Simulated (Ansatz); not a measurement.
cyclo-(H2GeNH)2 (Ge₂N₂H₆), relaxed as a singlet with RKS B3LYP-D4/def2-SVP in Ansatz, starting from the GFN2-xTB geometry. Force threshold 0.02 eV/Å.

Start:

```xyz
10

Ge    0.502   -0.926   -0.842
H     1.344   -0.608   -2.060
H     0.304   -2.421   -0.699
N    -1.001    0.121   -0.730
Ge   -0.504    0.922    0.845
H    -0.302    2.416    0.701
H    -1.343    0.606    2.067
N     0.997   -0.133    0.740
H    -1.919   -0.035   -1.106
H     1.922    0.057    1.084
```

(1) Estimate the energy that the relaxation releases and the steps that it takes.

(2) Does the start keep its bonding and symmetry?

(3) Predict the relaxed structure.

## Answers

(1) 10.0 kJ/mol, in 5 steps; 8 s on 4 threads of Arm Neoverse V2 on a shared host. No frequencies were taken in this run, so the end may be a saddle point.

(2) By distances, no bond broke or formed. The bond that changes most is Ge1–Ge5, from 2.70 to 2.73 Å (atoms count from 1). Point group C2h at the start, C2h at the end, both within 0.05 Å.

(3) 
```xyz
10

Ge    0.5093   -0.9364   -0.8537
H     1.4608   -0.6402   -2.0404
H     0.2254   -2.4583   -0.7877
N    -1.0040    0.1451   -0.7574
Ge   -0.5093    0.9351    0.8552
H    -0.2249    2.4568    0.7876
H    -1.4612    0.6405    2.0418
N     1.0040   -0.1474    0.7599
H    -1.9462   -0.1451   -1.0009
H     1.9462    0.1499    0.9957
```
Bond lengths: 4 × Ge–N 1.86 Å; 1 × Ge–Ge 2.73 Å; 4 × Ge–H 1.55 Å; 2 × H–N 1.02 Å.
